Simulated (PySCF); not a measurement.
# Deuteron quadrupole couplings in `C=CC1=C(C)[PH2+]CC1`

Compound: C₇H₁₂P (charge +1).
Numbering: `[CH2:1]=[CH:2][C:3]1=[C:4]([CH3:5])[PH2+:6][CH2:7][CH2:8]1` (hydrogens: H9, H10 on C1; H11 on C2; H12, H13, H14 on C5; H15, H16 on P6; H17, H18 on C7; H19, H20 on C8)

Structure used (PBE0-D3(BJ)/def2-SVP), in Å, numbered top down from 1:
```xyz
20
C7H12P angstrom
C      2.7383   -0.0969   -1.0925
C      1.6852    0.6138   -0.6596
C      0.4439    0.0316   -0.1771
C     -0.5988    0.7921    0.2764
C     -0.7210    2.2752    0.3946
P     -1.8928   -0.3011    0.8011
C     -1.1591   -1.8565    0.2338
C      0.2870   -1.4700   -0.1260
H      2.7472   -1.1896   -1.1194
H      3.6450    0.4057   -1.4368
H      1.7545    1.7039   -0.6548
H     -1.6567    2.6416   -0.0556
H      0.1072    2.7860   -0.1113
H     -0.7145    2.5962    1.4493
H     -2.1578   -0.2742    2.1918
H     -3.1565   -0.0337    0.2259
H     -1.7286   -2.1986   -0.6433
H     -1.2310   -2.6388    1.0022
H      0.9926   -1.8748    0.6174
H      0.5662   -1.9175   -1.0912
```

Level: PBE0/pcSseg-1 (PySCF, non-relativistic); Q(2H) = 0.00286 b; rigid geometry, the same for H and D, with no vibrational averaging.

Task: Rank these positions by the coupling χzz of a deuteron there, largest first.
A. H15 (P–H hydrogen)
B. H20 (methylene hydrogen)
C. H11 (vinylic hydrogen)
D. H13 (methyl hydrogen)

Result: C (201 kHz), D (197 kHz), B (189 kHz), A (108 kHz).

Task: What are Vzz, η and χzz (234.96 MHz × Q × Vzz) at all hydrogens?

Result: 
```csv
atom,bonded to,bond length (Å),Vzz (au),η,χzz (kHz)
H9,C1,1.093,0.2997,0.04,201
H10,C1,1.092,0.2981,0.03,200
H11,C2,1.092,0.2993,0.10,201
H12,C5,1.101,0.2846,0.05,191
H13,C5,1.097,0.2930,0.06,197
H14,C5,1.102,0.2827,0.04,190
H15,P6,1.416,0.1609,0.02,108
H16,P6,1.414,0.1626,0.02,109
H17,C7,1.100,0.2816,0.04,189
H18,C7,1.099,0.2847,0.03,191
H19,C8,1.102,0.2776,0.04,187
H20,C8,1.100,0.2810,0.05,189
```

Task: Average by the element that carries the hydrogen.

Result: on C: 194 kHz over 10 positions, mean bond length 1.098 Å; on P: 109 kHz over 2 positions, mean bond length 1.415 Å.

Task: How does χzz go with the bond length over the 10 C–H bonds?

Result: A straight-line fit has a slope of -13.4 kHz for each 0.01 Å, with a correlation coefficient of -0.96, over lengths from 1.092 to 1.102 Å. The longer bonds have the smaller couplings here.

Geometry: PBE0-D3(BJ)/def2-SVP, one conformer, isolated ion. The small basis limits the accuracy of the gradients.

The run behind these numbers computed NMR shieldings as well. The run took 30 s of wall time on one thread, Arm Neoverse V2 (aarch64), shared host with 96 logical CPUs at a one-minute load of 75, and the process peaked at 0.96 GiB of memory.
